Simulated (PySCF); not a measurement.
C9H12N (charge +1).
Atom-mapped SMILES: `[CH3:1][N:2]([CH3:3])[c:4]1[cH:5][cH:6][cH:7][cH:8][cH:9][cH+:10]1` (hydrogens: H11, H12, H13 on C1; H14, H15, H16 on C3; H17 on C5; H18 on C6; H19 on C7; H20 on C8; H21 on C9; H22 on C10)
Bond orders are those of one Lewis drawing.

Computed by this run: PBE0-D3(BJ)/def2-SVP geometry optimisation, gas phase (PySCF); density fitting, grid level 2; the optimiser is geomeTRIC in internal coordinates, started from a GFN2-xTB structure.

At the end of the run (lengths in Å): N2–C4 1.341, C8–H20 1.093, C7–H19 1.093, C3–H16 1.101, C9–H21 1.094, C6–H18 1.094, C9–C10 1.372, C5–C4–C10 122.9°, C5–C6–C7 131.1°, N2–C4–C5 118.5°, C4–C5–C6 130.3°, C1–N2–C4–C5 -1°, H14–C3–N2–C1 1°, H22–C10–C4–N2 1°.

Task: These geometries were met on the way; a selection of coordinates is given. Order them by energy above the end point, lowest first.
A. N2–C4 1.337, C8–H20 1.095, C7–H19 1.095, C3–H16 1.098, C9–H21 1.096, C6–H18 1.096, C9–C10 1.371, C5–C4–C10 122.2°, C5–C6–C7 130.7°, N2–C4–C5 118.8°, C4–C5–C6 129.2°, C1–N2–C4–C5 -2°, H14–C3–N2–C1 22°, H22–C10–C4–N2 -16°
B. N2–C4 1.341, C8–H20 1.093, C7–H19 1.093, C3–H16 1.099, C9–H21 1.094, C6–H18 1.094, C9–C10 1.372, C5–C4–C10 122.7°, C5–C6–C7 131.4°, N2–C4–C5 118.5°, C4–C5–C6 129.9°, C1–N2–C4–C5 -4°, H14–C3–N2–C1 16°, H22–C10–C4–N2 -6°
C. N2–C4 1.328, C8–H20 1.082, C7–H19 1.082, C3–H16 1.089, C9–H21 1.083, C6–H18 1.083, C9–C10 1.361, C5–C4–C10 120.9°, C5–C6–C7 129.6°, N2–C4–C5 119.8°, C4–C5–C6 129.2°, C1–N2–C4–C5 -2°, H14–C3–N2–C1 21°, H22–C10–C4–N2 -20°

Result: B (0.005 eV), A (0.020 eV), C (0.083 eV).

```csv
step,E above end (eV),"rms distance from the end, all atoms (Å)",largest force (eV/Å),rms shift of all bonds from the end (Å)
7,0.005,0.136,0.083,0.001
1,0.020,0.302,0.117,0.001
0,0.083,0.378,0.446,0.009
```

Rows stand in the order of the answer.
